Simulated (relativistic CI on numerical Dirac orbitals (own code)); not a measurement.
# The 21-electron sequence from Sc I to Zr XX

Computed by Dirac-Coulomb-Breit CI, KLI orbitals optimised for each configuration, QED by a radiative potential, unscaled Slater integrals (own radial code, finite nucleus).

Configurations in the expansion (outside the closed core [Ne]): 3s²3p⁶3d³, 3s²3p⁶3d²4s, 3s²3p⁵3d⁴, 3s3p⁶3d⁴, 3s²3p⁶3d²4p, 3s²3p⁶3d4s², 3s²3p⁶4s²4p, 3p⁶3d⁵, 3p⁵3d⁶. Double excitations out of closed p, d and f shells are left out; levels of such configurations are missing from the list, as are those of other unlisted configurations, and high levels can miss mixing partners.

Energies above each ion's lowest level, in cm⁻¹. Levels are followed by their leading LS label, which can pass from one level to another where the coupling changes.

```csv
Ion,3s²3p⁶3d³ ⁴F3/2,3s²3p⁶3d³ ⁴F5/2,3s²3p⁶3d³ ⁴F7/2,3s²3p⁶3d³ ⁴F9/2,3s²3p⁶3d³ ⁴P1/2
Sc I,,,,,
Ti II,4023.6,4086.5,4172.7,4280.5,14306.8
V III,0.0,131.3,310.0,531.7,13411.1
Cr IV,0.0,222.7,523.9,894.9,16096.3
Mn V,0.0,341.4,799.9,1360.0,18603.6
Fe VI,0.0,493.0,1149.9,1945.2,21036.7
Co VII,0.0,684.0,1587.2,2669.7,23445.0
Ni VIII,0.0,921.7,2126.5,3554.0,25857.1
Cu IX,0.0,1214.2,2783.7,4619.6,28292.4
Zn X,0.0,1571.0,3576.1,5888.7,30765.7
Ga XI,0.0,2002.7,4522.6,7384.5,33290.1
Ge XII,0.0,2521.1,5643.9,9130.8,35877.7
As XIII,0.0,3139.9,6962.3,11151.7,38540.8
Se XIV,0.0,3874.6,8501.8,13471.5,41292.5
Br XV,0.0,4742.5,10288.2,16114.0,44147.6
Kr XVI,0.0,5763.2,12348.9,19102.1,47122.8
Rb XVII,0.0,6958.7,14712.9,22457.0,50237.5
Sr XVIII,0.0,8353.5,17410.5,26197.4,53514.0
Zr XX,0.0,11852.5,23932.9,34891.1,60658.2
```

In the calculation the lowest level changes from 3s²3p⁶3d4s² ²D3/2 to 3s²3p⁶3d²4s ⁴F3/2 at Ti II; from 3s²3p⁶3d²4s ⁴F3/2 to 3s²3p⁶3d³ ⁴F3/2 at V III.

Between Z = 36 and 40 the energy of 3s²3p⁶3d³ ⁴F5/2 follows a local power law Z^6.8. For orientation: electrostatic splittings inside a shell grow about linearly with the screened charge, excitations that change n as its square, and fine structure as its fourth power; written in Z itself the exponents are larger, since the screened charge grows faster in proportion.

The members near neutrality are the least accurate: they can be off by several eV, miss lower levels of configurations outside the list, or start from a wrong lowest level.
